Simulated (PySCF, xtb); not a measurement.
C₄H₉NSi, SMILES N1[C@H](C([SiH2]1)=C)C.

GFN2-xTB (xtb) at its own geometry gives an orbital gap of 3.91 eV and a dipole moment of 0.80 D.

Coordinates come from a PBE0-D3(BJ)/def2-SVP optimisation. The structure was generated by enumeration; whether it is a known compound was not checked.

Problem. What does PySCF with PBE0/def2-TZVP give? (Estimate from the structure and the level; the computed values follow.)

Solution. gap 6.32 eV (levels -6.66 and -0.34 eV), dipole 0.90 D.
